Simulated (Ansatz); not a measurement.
Ansatz (an electronic-structure program) input (B3LYP-D3(BJ)/def2-TZVP):

Ansatz 0.2 input:
```yaml
crystal:
  periodic: [false, false, false]
  atoms:
    - {symbol: C, position_ang: [2.41803490, -0.44073063, -0.34636095]}
    - {symbol: C, position_ang: [1.54681387, -0.30428306, 0.91761596]}
    - {symbol: C, position_ang: [0.25217361, -0.06475519, 1.12219683]}
    - {symbol: C, position_ang: [-0.65210256, 0.13510148, -0.10056814]}
    - {symbol: C, position_ang: [-1.28923800, 1.52605803, -0.01238267]}
    - {symbol: C, position_ang: [-1.75419991, -0.92924834, -0.07392706]}
    - {symbol: H, position_ang: [1.83166811, -0.32310761, -1.25866850]}
    - {symbol: H, position_ang: [3.21617134, 0.31570478, -0.36482178]}
    - {symbol: H, position_ang: [2.90537920, -1.42562029, -0.38963623]}
    - {symbol: H, position_ang: [2.17860253, -0.44328331, 1.81119186]}
    - {symbol: H, position_ang: [-0.16976920, 0.06908414, -1.10501271]}
    - {symbol: H, position_ang: [-2.01112295, 1.69894072, -0.82003945]}
    - {symbol: H, position_ang: [-1.80252099, 1.63701605, 0.94240842]}
    - {symbol: H, position_ang: [-0.51764718, 2.29355047, -0.07134589]}
    - {symbol: H, position_ang: [-2.48405610, -0.78428326, -0.87980042]}
    - {symbol: H, position_ang: [-1.31670951, -1.92173708, -0.18138943]}
    - {symbol: H, position_ang: [-2.27869849, -0.89384321, 0.88052211]}
basis:
  gaussian:
    orbitals: def2-TZVP
hamiltonian:
  xc: b3lyp
  dispersion: d3bj
total_charge: -1
relax: {f_tol: 0.002, max_steps: 150}
```

End of the output:

```
Atom 3 at    -0.644194     0.132929    -0.076945 Å, force     0.001188    -0.000133    -0.000559 eV/Å
Atom 4 at    -1.281442     1.528716    -0.018633 Å, force    -0.000865    -0.000211    -0.000162 eV/Å
Atom 5 at    -1.747274    -0.935209    -0.078016 Å, force    -0.000161     0.000387     0.000276 eV/Å
Atom 6 at     1.782822    -0.300600    -1.243814 Å, force     0.000458    -0.000165    -0.000184 eV/Å
Atom 7 at     3.196914     0.309851    -0.383348 Å, force     0.000358     0.000124    -0.000040 eV/Å
Atom 8 at     2.874288    -1.416715    -0.421678 Å, force     0.000344    -0.000399    -0.000859 eV/Å
Atom 9 at     2.199017    -0.449319     1.825585 Å, force     0.000310    -0.000627    -0.000179 eV/Å
Atom 10 at    -0.148461     0.063180    -1.071307 Å, force    -0.000440     0.000085     0.000214 eV/Å
Atom 11 at    -1.988108     1.691923    -0.844467 Å, force     0.000144     0.000069     0.000141 eV/Å
Atom 12 at    -1.806994     1.650058     0.933447 Å, force    -0.000013     0.000099    -0.000076 eV/Å
Atom 13 at    -0.510791     2.302595    -0.066639 Å, force     0.000086    -0.000065    -0.000256 eV/Å
Atom 14 at    -2.457678    -0.790517    -0.904095 Å, force     0.000163    -0.000073     0.000338 eV/Å
Atom 15 at    -1.311784    -1.933790    -0.169122 Å, force     0.000168     0.000203    -0.000121 eV/Å
Atom 16 at    -2.288971    -0.900792     0.872123 Å, force    -0.000226    -0.000099    -0.000042 eV/Å
Dipole moment:    -0.173355     0.051039    -0.762004 e Å
```

It need not be the lowest isomer of its formula. Whether it binds its extra electron was not tested at this geometry.
